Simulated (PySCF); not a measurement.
Species: C5H3FOS.
Numbering: `[O:1]=[C:2]([F:3])[c:4]1[cH:5][cH:6][cH:7][s:8]1` (hydrogens: H9 on C5; H10 on C6; H11 on C7)

All values: wB97X-D/def2-SVPD (PySCF, non-relativistic), on one gas-phase PBE0-D3(BJ)/def2-SVP geometry that isn't relaxed in the solvent. The solvent is an IEF-PCM continuum (cavity from Bondi-type radii × 1.2), and excitations are vertical TDDFT with non-equilibrium linear response and a frozen core. The model holds no explicit solvent molecules, cavitation or dispersion.

Gas-phase singlets (H = HOMO, L = LUMO):

```
state  E (eV)  λ (nm)      f  leading configuration
   S1   5.018     247  0.172                H→L 80%
   S2   5.321     233  0.154              H-1→L 78%
   S3   5.485     226  0.000              H-2→L 88%
   S4   6.726     184  0.000            H-1→L+1 40%
   S5   6.777     183  0.002              H→L+1 40%
```

**Question.** What are the lowest 5 singlets in benzene (ε = 2.271)?

**Answer.** 
```json
{"state": "S1", "E (eV)": "4.876", "λ (nm)": "254", "f": "0.244", "leading configuration": "H→L 86%", "change by rank (eV)": "-0.142"}
{"state": "S2", "E (eV)": "5.186", "λ (nm)": "239", "f": "0.207", "leading configuration": "H-1→L 85%", "change by rank (eV)": "-0.135"}
{"state": "S3", "E (eV)": "5.607", "λ (nm)": "221", "f": "0.000", "leading configuration": "H-2→L 88%", "change by rank (eV)": "+0.122"}
{"state": "S4", "E (eV)": "6.727", "λ (nm)": "184", "f": "0.000", "leading configuration": "H-1→L+1 56%", "change by rank (eV)": "+0.001"}
{"state": "S5", "E (eV)": "6.785", "λ (nm)": "183", "f": "0.002", "leading configuration": "H→L+1 57%", "change by rank (eV)": "+0.008"}
```

**Question.** How does the list change in chloroform (ε = 4.711)?

**Answer.** 
| state | E (eV) | λ (nm) | f | leading configuration | change by rank (eV) |
| --- | --- | --- | --- | --- | --- |
| S1 | 4.855 | 255 | 0.239 | H→L 85% | -0.163 |
| S2 | 5.168 | 240 | 0.205 | H-1→L 85% | -0.153 |
| S3 | 5.679 | 218 | 0.000 | H-2→L 88% | +0.194 |
| S4 | 6.733 | 184 | 0.000 | H-1→L+1 60% | +0.007 |
| S5 | 6.792 | 183 | 0.002 | H→L+1 62% | +0.015 |

**Question.** The ground-state energy changes by -0.166 eV from gas to chloroform. By how much does the total energy of gas-phase S1 change?

**Answer.** E(S1) = E(S0) + excitation energy, so it changes by -0.166 − 0.163 = -0.329 eV: it is lowered more than the ground state, which is what a red shift means. This is the vertical state, with the slow part of the continuum still set for S0.

**Question.** How do the frontier levels move from gas to chloroform?

**Answer.** 
```tsv
orbital	gas (eV)	solvent (eV)	change (eV)	Löwdin shares, gas	Löwdin shares, solvent
LUMO+2	1.98	2.07	+0.09	C6 28 %, C7 18 %, C5 12 %, S8 10 %	S8 35 %, C2 18 %, C5 10 %, C6 8 %
LUMO+1	1.77	2.00	+0.23	S8 68 %, C7 7 %, H11 7 %, C4 7 %	S8 71 %, C4 8 %, C7 6 %
LUMO	-0.49	-0.42	+0.07	C7 16 %, S8 15 %, C5 15 %, C2 15 %	C2 16 %, C7 16 %, C5 15 %, S8 14 %
HOMO	-9.53	-9.38	+0.15	C4 26 %, C7 25 %, C6 18 %, C5 8 %	C4 26 %, C7 25 %, C6 19 %, C5 8 %
HOMO-1	-9.84	-9.68	+0.16	S8 42 %, C5 22 %, C6 14 %, C4 10 %	S8 42 %, C5 22 %, C6 13 %, C4 10 %
HOMO-2	-11.15	-11.32	-0.17	O1 69 %, C2 10 %, F3 9 %, C4 6 %	O1 67 %, C2 10 %, F3 9 %, C4 6 %
HOMO-3	-12.48	-12.31	+0.17	S8 59 %, C4 10 %, C7 9 %, C5 7 %	S8 58 %, C4 10 %, C7 9 %, C5 7 %
```

The HOMO–LUMO gap goes from 9.04 to 8.96 eV. Rows go by rank; for LUMO+1 and LUMO+2 the atom shares or the degeneracy differ between the runs, so the row needn't follow one orbital.

The values belong to the conformer `[O:1]=[C:2]([F:3])[c:4]1[cH:5][cH:6][cH:7][s:8]1`: O1–C2–C4–C5 179°.

wB97X-D is run here without its empirical dispersion term; that term would change no orbital, density or response property at a fixed geometry.
